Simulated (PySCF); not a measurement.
Vibration and rotation of CaH

UHF-CCSD(T) constants of CaH, ²Σ⁺ (doublet), unpaired electrons σ ↑ (PySCF, no relativity, basis sets Ca aug-pcseg-1, H aug-pcseg-1; masses 39.9626 and 1.0078 u):

```
ωe              : 1172.1 cm⁻¹
ωexe            : 14.1 cm⁻¹
Be              : 4.0013 cm⁻¹
αe              : 0.0878 cm⁻¹
D (centrifugal) : 0.000187 cm⁻¹
De to Ca + H    : 1.52 eV
```

Task: Give the vibrational terms G(v) and spacings up to v = 3.

Result: G(v) = ωe(v+½) − ωexe(v+½)².

```tsv
v	G(v) (cm⁻¹)	G(v) − G(v−1)	Bv (cm⁻¹)
0	583		3.957
1	1726	1144	3.870
2	2842	1116	3.782
3	3930	1087	3.694
```

Task: How well does the Morse estimate ωe²/(4ωexe) reproduce De, and what is D0?

Result: It gives 3.02 eV, 199 % of the computed De. D0 = De − G(0) = 1.52 − 0.07 = 1.45 eV.

Correlated steps freeze 5 core orbitals. Correlated levels converge slowly with the basis: in double zeta they bind strong bonds too weakly, by up to about 1 eV, and carry superposition errors of some tenths. The state was picked by a PBE0 search and need not be the measured ground state.
